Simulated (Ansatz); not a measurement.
A nudged elastic band was laid between two geometries of ClF3H2OW + H (9 atoms, charge 0, multiplicity 2).

All numbers below come from Ansatz, UKS PBE/def2-SVP.

- movable images: 7
- climbing image: yes
- spring: 5.0 eV/Å²
- optimiser: quadratic models (default)
- start path: through a guess of the saddle point
- force threshold: 0.05 eV/Å
- iteration limit: 60
- end points: relaxed

First end point:

```xyz
9
Properties=species:S:1:pos:R:3
W -0.051 0.009 -0.104
Cl 0.593 0.674 2.031
H 1.544 -0.531 0.119
F -0.279 1.865 -0.404
F -1.762 -0.294 0.635
F -0.200 -1.826 -0.458
O 0.384 0.094 -1.945
H 0.604 0.964 -2.340
H -0.435 -0.162 5.200
```

Last end point:

```xyz
9
Properties=species:S:1:pos:R:3
W -0.026 -0.025 -0.089
Cl 0.683 -0.034 2.903
H 1.624 0.010 0.337
F 0.018 1.893 -0.236
F -1.557 0.046 1.009
F 0.020 -1.930 -0.025
O 0.102 -0.026 -1.954
H 0.130 0.863 -2.374
H -0.595 -0.003 3.162
```

Which bonds break or form, and what moves?

Bonds formed: Cl2–H9. ClF3H2OW + H becomes ClF3H3OW.

Give the energies along the band, and the barrier.

The run converged. The highest image is number 3 of 0 to 8, 3.3 kJ/mol above the first end and 147.1 kJ/mol above the last; the last end lies 143.8 kJ/mol below the first. A vibrational analysis at the climbing image gives one clearly imaginary mode, 432i cm⁻¹: a first-order saddle point.

| image | path coordinate (Å) | energy (kJ/mol) | Cl2–H9 (Å) |
| --- | --- | --- | --- |
| 0 | 0.00 | 0.0 | 3.44 |
| 1 | 0.68 | 0.0 | 3.18 |
| 2 | 1.37 | 0.0 | 3.04 |
| 3 | 2.05 | 3.3 | 2.22 |
| 4 | 2.46 | -33.0 | 1.65 |
| 5 | 2.87 | -123.8 | 1.32 |
| 6 | 3.28 | -138.1 | 1.30 |
| 7 | 3.69 | -142.5 | 1.30 |
| 8 | 4.10 | -143.8 | 1.30 |

What is the geometry of the highest image?


```xyz
9
Properties=species:S:1:pos:R:3
W 0.007 -0.064 0.056
Cl 0.761 0.425 2.220
H 1.623 -0.587 0.151
F -0.204 1.815 -0.076
F -1.649 -0.434 0.886
F -0.134 -1.878 -0.403
O 0.279 0.160 -1.804
H 0.443 1.060 -2.153
H -0.728 0.295 3.856
```

What are the harmonic wavenumbers there?

432i, 38, 87, 101, 133, 187, 201, 239, 281, 330, 359, 497, 584, 642, 653, 693, 720, 775, 916, 2043, 3691 cm⁻¹.

The run took 8.5 min on 4 threads of Arm Neoverse V1 (shared host), peak memory 0.33 GiB.
